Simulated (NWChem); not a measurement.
System: CH3FMg; SMILES [CH3][Mg][F]

```xyz
6

Mg    -0.0770     0.2809     0.0014
F      0.2007     2.0247    -0.0011
C     -0.4036    -1.7715     0.0043
H      0.0622    -2.2590    -0.8686
H     -1.4794    -2.0131    -0.0233
H      0.0147    -2.2493     0.9061
```
Atoms are numbered in this order, from 1.

Program: NWChem. Geometry: optimised at PBE0/def2-SVP. Vzz is the largest principal value of the second derivative of the potential at the nucleus (NWChem prints the opposite sign); η is the asymmetry. Non-relativistic.

### Question
What does the run give for PBE/def2-TZVP? Quantities: Vzz Mg1 (a.u.); η Mg1.

### Answer
```json
{
  "Vzz Mg1 (a.u.)": "-1.111",
  "η Mg1": "0.00"
}
```
